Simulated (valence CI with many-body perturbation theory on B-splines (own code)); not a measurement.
## Forbidden lines of Ta XXIII

Level of theory: relativistic CI+MBPT: five valence electrons over a frozen Dirac-Fock core [Kr] 4d10, radial functions for each j: 7 s, 7 p, 7 d, 7 f, 4 g, 2 h, with the one-electron correlation potential Σ1 (screened to all orders), the two-electron term Σ2, the three-electron term Σ3, Breit, model QED; selected single and double excitations, second order for the rest, scaled by the run's own slope (own B-spline code, finite nucleus).

No measured levels were compared; by estimate terms of the open shell hold to a few per cent of their energy, and close levels can change places. Among the levels kept, up to 990 cm⁻¹ of a level comes from second order outside the variational space, and about a tenth of that is noise between levels of different J, which matters for small intervals. Only levels of the ground parity were solved; by the run's estimate the other parity begins above the list, which can be wrong where configurations are misplaced.

Lines 1 to 50 of 120 in falling wavelength, among levels below 274470 cm⁻¹, chosen from the decays that carry over 1 % of a level's rate. Wavelengths and rates use the calculated energies, so an error of 2000 cm⁻¹ moves a line at 17000 Å by 34 % and its rate by three times that or more. Weak lines are less certain than strong ones. Lines between different terms over intervals too small for the method are left out, as are lines whose strength nearly cancels. Where a level lies close to another of its J and parity, the split of strength between their lines is uncertain. Intervals below about 2000 cm⁻¹, as at the head of this list, are uncertain by tens of per cent.

Names give the largest LS component (configuration and term), which can be under half, so a name can repeat, a term be missing and a line seem to break the LS rules; names also repeat where a configuration has a term twice. Letters in brackets count levels of one name in rising energy.

| λ vac (Å) | Upper | Lower | Type | A (s⁻¹) | Branch % |
| --- | --- | --- | --- | --- | --- |
| 2.178e+05 | 4f5 6F°_1/2 | 4f5 6F°_3/2 | M1 | 1.36e-02 | 72.4 |
| 22050 | 4f5 4M°_21/2 | 4f5 4M°_19/2 | M1 | 2.05e+00 | 100.0 |
| 21470 | 4f5 6H°_15/2 | 4f5 6H°_13/2 | M1 | 3.74e+00 | 100.0 |
| 17000 | 4f5 4H°_11/2 [a] | 4f5 4G°_9/2 [a] | M1 | 4.58e+00 | 4.9 |
| 16270 | 4f5 6H°_13/2 | 4f5 6H°_11/2 | M1 | 1.64e+01 | 100.0 |
| 15660 | 4f5 4F°_3/2 [a] | 4f5 6F°_5/2 [b] | M1 | 5.91e+00 | 1.5 |
| 15240 | 4f5 4L°_13/2 [a] | 4f5 4M°_15/2 | M1 | 2.55e+00 | 1.4 |
| 14210 | 4f5 6H°_11/2 | 4f5 6H°_9/2 | M1 | 3.21e+01 | 100.0 |
| 13860 | 4f5 6F°_7/2 | 4f5 6F°_5/2 [a] | M1 | 2.43e+01 | 56.6 |
| 13520 | 4f5 6F°_11/2 | 4f5 6F°_9/2 | M1 | 1.28e+01 | 89.7 |
| 13060 | 4f5 6F°_9/2 | 4f5 6F°_7/2 | M1 | 2.44e+01 | 83.1 |
| 12680 | 4f5 6H°_9/2 | 4f5 6H°_7/2 | M1 | 4.75e+01 | 100.0 |
| 12220 | 4f5 4M°_19/2 | 4f5 4M°_17/2 | M1 | 1.90e+01 | 100.0 |
| 11900 | 4f5 6H°_7/2 | 4f5 6H°_5/2 | M1 | 4.45e+01 | 100.0 |
| 11490 | 4f5 6P°_3/2 | 4f5 4P°_5/2 [a] | M1 | 1.67e+01 | 13.6 |
| 9763 | 4f5 4F°_5/2 | 4f5 4P°_5/2 [a] | M1 | 8.03e+00 | 1.4 |
| 9435 | 4f5 4G°_9/2 [a] | 4f5 4G°_7/2 [a] | M1 | 3.87e+01 | 16.7 |
| 8777 | 4f5 4L°_15/2 | 4f5 4M°_17/2 | M1 | 1.26e+01 | 4.0 |
| 8276 | 4f5 4K°_15/2 [a] | 4f5 4L°_13/2 [a] | M1 | 5.02e+01 | 20.6 |
| 8154 | 4f5 4M°_17/2 | 4f5 4M°_15/2 | M1 | 5.41e+01 | 65.4 |
| 7847 | 4f5 6F°_7/2 | 4f5 6H°_9/2 | M1 | 2.56e+00 | 6.0 |
| 7796 | 4f5 4G°_9/2 [a] | 4f5 4I°_9/2 [a] | M1 | 4.00e+00 | 1.7 |
| 7779 | 4f5 4G°_7/2 [a] | 4f5 6F°_5/2 [b] | M1 | 7.77e+01 | 14.6 |
| 7481 | 4f5 6F°_9/2 | 4f5 6H°_11/2 | M1 | 1.40e+00 | 4.8 |
| 7452 | 4f5 6F°_5/2 [a] | 4f5 6H°_7/2 | M1 | 2.83e+00 | 4.7 |
| 7431 | 4f5 4M°_15/2 | 4f5 6H°_15/2 | M1 | 4.43e+01 | 72.7 |
| 6990 | 4f5 6F°_5/2 [b] | 4f5 6F°_7/2 | M1 | 2.26e+01 | 3.4 |
| 6842 | 4f5 6F°_11/2 | 4f5 6H°_13/2 | M1 | 6.89e-01 | 4.8 |
| 6754 | 4f5 4P°_5/2 [a] | 4f5 6F°_5/2 [b] | M1 | 4.45e+01 | 11.6 |
| 6529 | 4f5 2P°_1/2 [a] | 4f5 4F°_3/2 [a] | M1 | 6.25e+00 | 1.4 |
| 5978 | 4f5 4L°_13/2 [b] | 4f5 4K°_11/2 | M1 | 1.03e+02 | 32.5 |
| 5849 | 4f5 4L°_15/2 | 4f5 4L°_13/2 [a] | M1 | 9.37e+00 | 3.0 |
| 5841 | 4f5 6P°_3/2 | 4f5 4F°_3/2 [a] | M1 | 7.82e+00 | 6.4 |
| 5813 | 4f5 4L°_13/2 [b] | 4f5 4L°_13/2 [a] | M1 | 8.57e+01 | 27.0 |
| 5642 | 4f5 4H°_7/2 [a] | 4f5 4G°_7/2 [a] | M1 | 1.36e+01 | 3.7 |
| 5539 | 4f5 4H°_11/2 [a] | 4f5 4K°_11/2 | M1 | 8.79e+00 | 9.5 |
| 5520 | 4f5 4M°_15/2 | 4f5 6H°_13/2 | M1 | 1.67e+01 | 27.3 |
| 5397 | 4f5 4H°_11/2 [a] | 4f5 4L°_13/2 [a] | M1 | 3.88e+00 | 4.2 |
| 5364 | 4f5 4K°_15/2 [a] | 4f5 4M°_15/2 | M1 | 1.25e+02 | 51.5 |
| 5359 | 4f5 4F°_5/2 | 4f5 4F°_3/2 [a] | M1 | 1.94e+02 | 33.9 |
| 5345 | 4f5 4H°_11/2 [a] | 4f5 4I°_9/2 [a] | M1 | 4.42e+00 | 4.8 |
| 5127 | 4f5 4G°_7/2 [a] | 4f5 6F°_9/2 | M1 | 2.52e+01 | 4.8 |
| 5084 | 4f5 4I°_11/2 [a] | 4f5 4K°_11/2 | M1 | 9.15e+01 | 18.1 |
| 5012 | 4f5 4H°_7/2 [a] | 4f5 4I°_9/2 [a] | M1 | 5.29e+00 | 1.4 |
| 4996 | 4f5 4L°_13/2 [a] | 4f5 6H°_15/2 | M1 | 2.22e+00 | 1.2 |
| 4940 | 4f5 2G°_9/2 [a] | 4f5 4K°_11/2 | M1 | 8.50e+00 | 1.8 |
| 4921 | 4f5 4I°_11/2 [a] | 4f5 4I°_9/2 [a] | M1 | 1.82e+02 | 35.9 |
| 4901 | 4f5 6F°_9/2 | 4f5 6H°_9/2 | M1 | 3.56e+00 | 12.1 |
| 4847 | 4f5 6F°_7/2 | 4f5 6H°_7/2 | M1 | 1.61e+01 | 37.3 |
| 4817 | 4f5 6F°_11/2 | 4f5 6H°_11/2 | M1 | 3.09e-01 | 2.2 |
